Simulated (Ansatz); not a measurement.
Reaction (ligand exchange at the Si–C bond): trimethylsilane + `[NH2][AlH2]` → `C[SiH](C)[NH][AlH2]` + CH₄

Computed with Ansatz on PBE0-D4/def2-TZVP structures; ΔE is electronic, products minus reactants. CCSD(T)/CBS is the MP2 limit (def2-TZVPP, def2-QZVPP) plus CCSD(T) − MP2 in def2-TZVPP, frozen cores. This one scheme is used for every species. Functionals use def2-TZVPP. Each species was taken in one conformer, which may not be the lowest.

Problem. Is it downhill or uphill in electronic energy at CCSD(T)/CBS, and by how much? (Estimate.)

Solution. Ansatz gave: Downhill: ΔE = -16.0 kcal/mol.

Problem. What do these levels give: PBE-D4, r2SCAN-D4, PBE0-D4, ωB97X-V, ωB97M-V, B2PLYP, PBE0, MP2/def2-TZVPP, SCS-MP2/def2-TZVPP, CCSD(T)/def2-TZVPP, MP2/def2-QZVPP, MP2/CBS(def2)? (An estimate is asked.)

Solution. The calculation gave: PBE-D4 -14.4, r2SCAN-D4 -15.7, PBE0-D4 -15.0, ωB97X-V -15.4, ωB97M-V -15.5, B2PLYP -15.9, PBE0 -14.3, MP2/def2-TZVPP -16.6, SCS-MP2/def2-TZVPP -16.7, CCSD(T)/def2-TZVPP -16.2, MP2/def2-QZVPP -16.6, MP2/CBS(def2) -16.4 kcal/mol.

Largest T1 diagnostic among the species: 0.011.

The D4 term adds −1.2 kcal/mol with B3LYP and −0.7 kcal/mol with PBE0; it sums over pairs of atoms, weighted by their polarisabilities, and B3LYP, whose exchange is more repulsive, gets the larger term.

B3LYP here is the variant with VWN-RPA as its local correlation; programs differ in this.
